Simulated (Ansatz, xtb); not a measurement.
**C4H4FNSe: 6 structures ranked**

6 gas-phase structures of C4H4FNSe, from a drawn sample of its isomers (lower ones may exist). Each was relaxed with GFN2-xTB:

A. `Nc1[se]ccc1F`, a singlet
B. `Nc1c[se]cc1F`, a singlet
C. `FCc1c[se]cn1`, a singlet
D. `Cc1cn[se]c1F`, a singlet
E. `Cc1cc(F)[se]n1`, a singlet
F. `Cc1n[se]cc1F`, a singlet

Task: Make a reasoned guess at their ranking by r2SCAN-D4/def2-SVP single-point energy.

Result: Calculated order at r2SCAN-D4/def2-SVP: C (0.0), B (1.0), F (2.1), A (3.8), E (4.8), D (6.7) kcal/mol. Less than 1 kcal/mol parts C and B, so the order within that pair means little.

Energies above the lowest of each column, in kcal/mol; the last columns are at B3LYP/def2-SVP geometries (a dash: not run or not comparable):

```tsv
structure	GFN2-xTB	HF/STO-3G	r2SCAN-D4/def2-SVP	B3LYP/def2-SVP	CCSD(T)/def2-SVP + ΔMP2/def2-TZVPP
C	4.4	5.2	0.0	0.0	0.0
B	11.7	12.4	1.0	2.3	3.6
F	0.0	1.2	2.1	2.0	2.2
A	14.1	13.2	3.8	4.9	6.2
E	1.3	0.0	4.8	4.7	5.1
D	3.0	1.4	6.7	6.6	–
```

CCSD(T)/def2-SVP + ΔMP2/def2-TZVPP puts C lowest of those it was run on; GFN2-xTB picks F, HF/STO-3G picks E. CCSD(T)/def2-SVP + ΔMP2/def2-TZVPP orders those it was run on as C (0.0), F (2.2), B (3.6), E (5.1), A (6.2) kcal/mol. Flexible structures stand in one conformer each, not always the lowest. Frequencies (GFN2-xTB) were run for A, B, C, E, F alone. ΔMP2 is the change of the MP2 energy from the smaller to the larger basis.

Over these structures GFN2-xTB departs from r2SCAN-D4/def2-SVP by 5.8 kcal/mol on average once a common shift is removed. A GFN2-xTB relaxation took about 0.1 s and the r2SCAN-D4/def2-SVP energy about 1.8 s on a shared host (Ansatz 0.2.0, xtb 6.7.1).
